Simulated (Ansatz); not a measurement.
`BSC(=N)[SiH3]`. Charge 0, multiplicity 1.

```xyz
11

B    -1.480   -1.395   -0.585
S     0.067   -1.756    0.172
C     0.905   -0.188    0.442
N     2.048   -0.164    0.981
Si    0.144    1.484   -0.053
H    -2.167   -2.335   -0.834
H    -1.813   -0.279   -0.831
H     2.400   -1.095    1.222
H    -1.135    1.696    0.669
H     1.135    2.514    0.331
H    -0.103    1.518   -1.515
```

(1) Give the diagnostics of a CCSD(T)/def2-TZVPP run (frozen core, Ansatz). (An estimate is asked.)

Results:

(1) Computed: T1 = 0.0154, largest single amplitude 0.033, largest double 0.041, (T) share of the correlation energy 4.6 %, 10 CCSD cycles. The RHF solution is stable towards an unrestricted one. T1 lies under the customary mark of 0.02 for closed shells.
